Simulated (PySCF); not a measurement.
TiFMe3, C3H9FTi (singlet state).
Structure used (PBE0-D3(BJ)/def2-SVP), in Å, numbered top down from 1:
```xyz
14
C3H9FTi angstrom
Ti     0.0034   -0.0036    0.6006
F      0.0176   -0.0086    2.3430
C      1.9079   -0.0135   -0.1538
H      2.4826    0.8411    0.2430
H      1.8615    0.0594   -1.2544
H      2.4198   -0.9504    0.1265
C     -0.9518    1.6585   -0.1245
H     -2.0044    1.6640    0.2074
H     -0.9193    1.6488   -1.2276
H     -0.4551    2.5718    0.2461
C     -0.9624   -1.6537   -0.1370
H     -2.0184   -1.6461    0.1834
H     -0.4820   -2.5760    0.2306
H     -0.9185   -1.6355   -1.2400
```

Theory: PySCF, TDDFT CAM-B3LYP/def2-SVPD, vertical, gas phase, core orbitals frozen in the response.

Frontier orbitals with the atoms that hold most of them (Löwdin shares over 4%, at most four atoms):

```json
{"orbital": "HOMO-3", "ε (eV)": "-12.37", "atoms": "C11 18%, C3 18%, C7 18%, H6 8%"}
{"orbital": "HOMO-2", "ε (eV)": "-9.57", "atoms": "C3 20%, C7 20%, C11 19%, Ti1 15%"}
{"orbital": "HOMO-1", "ε (eV)": "-9.40", "atoms": "Ti1 36%, C3 29%, C11 17%"}
{"orbital": "HOMO", "ε (eV)": "-9.40", "atoms": "Ti1 36%, C7 30%, C11 16%"}
{"orbital": "LUMO", "ε (eV)": "-0.56", "atoms": "Ti1 81%, C3 4%"}
{"orbital": "LUMO+1", "ε (eV)": "-0.55", "atoms": "Ti1 81%, C11 4%"}
{"orbital": "LUMO+2", "ε (eV)": "0.39", "atoms": "Ti1 64%"}
```

Within 0.005 eV of a neighbour in this list lie LUMO/LUMO+1.

Task: How does S1 compare with the orbital gap of 8.84 eV?

Result: S1 is at 3.75 eV (f = 0.0000), 5.09 eV below the gap, made of HOMO-1/HOMO→LUMO/LUMO+1 (≥83%). Without the coupling terms of the response equations the lowest excitation would equal the gap.

For S1 the Löwdin share of titanium is 36% in HOMO and 81% in LUMO+1.

Next come S2 at 3.90 eV (f 0.0003), HOMO-1/HOMO→LUMO/LUMO+1 (≥86%); S3 at 3.90 eV (f 0.0002), HOMO-1/HOMO→LUMO/LUMO+1 (≥86%); S4 at 4.17 eV (f 0.0021), HOMO-1/HOMO→LUMO/LUMO+1 (≥79%); S5 at 4.59 eV (f 0.0018), HOMO-2→LUMO/LUMO+1 (≥97%).

Orbitals of the list HOMO-3 to LUMO+2 that lie within 0.01 eV of each other are written together with a slash and their weights summed (≥ marks a lower bound); for degenerate orbitals outside that list single weights are arbitrary.

Löwdin shares depend on the basis, the more so with diffuse functions.
